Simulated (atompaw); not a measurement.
Sm: PAW (atompaw) pseudisation with LDA (PW92), scalar-relativistic reference atom.

```json
{
  "Element": "samarium (Sm)",
  "Generator": "atompaw 4.2.0.5",
  "Type": "PAW",
  "Functional": "LDA (PW92)",
  "Relativity": "scalar-relativistic",
  "Frozen core": "[Xe]",
  "Valence charge": "8",
  "Reference configuration": "4f6 5d0 6s1 6p0 (charge +1)",
  "Partial waves": "6s (bound): rc 3.00 bohr; 6s channel at 1.1 Ry: rc 3.00 bohr; 6p (bound, empty): rc 3.00 bohr; 6p channel at 0.65 Ry: rc 3.00 bohr; 5d (bound, empty): rc 3.00 bohr; 5d channel at 1.15 Ry: rc 3.00 bohr; 4f (bound): rc 1.15 bohr; 4f channel at 0.35 Ry: rc 1.15 bohr",
  "Local potential": "bessel scheme, radius 2.85 bohr",
  "Core correction": "smooth core density matched at 1.80 bohr",
  "Augmentation charge": "besselshape compensation charge, radius 2.80 bohr; PAW radius 3.00 bohr; waves and projectors: custom rrkj vanderbiltortho"
}
```

Q: Estimate the cutoffs (Ry, on a coarse ladder) from which the occupation-weighted sum of valence levels, in a spherical-Bessel basis at the reference potential, stays within 10 and 1 mRy of its value at 400 Ry.

A: 140 Ry and 230 Ry.

Q: Does the potential have ghost states?

A: Ghost states, extra bound levels that the all-electron valence spectrum of the same l lacks: p at -50.0 eV, s at -5.4 eV. A true bound ghost makes a file unfit for plane-wave use. The logarithmic derivative shows an extra or strongly shifted pseudo pole above the reference energy (s near -0.40 Ry).

Q: Is the overlap operator S = 1 + Σ q|β⟩⟨β| positive definite (Bessel basis up to 400 Ry)?

A: Barely: its lowest eigenvalue is 0.007 (p channel).

Q: Which valence shell sets the plane-wave cutoff?

A: 4f: its level needs 160 Ry to come within 1 mRy, against 6 Ry for 6s.
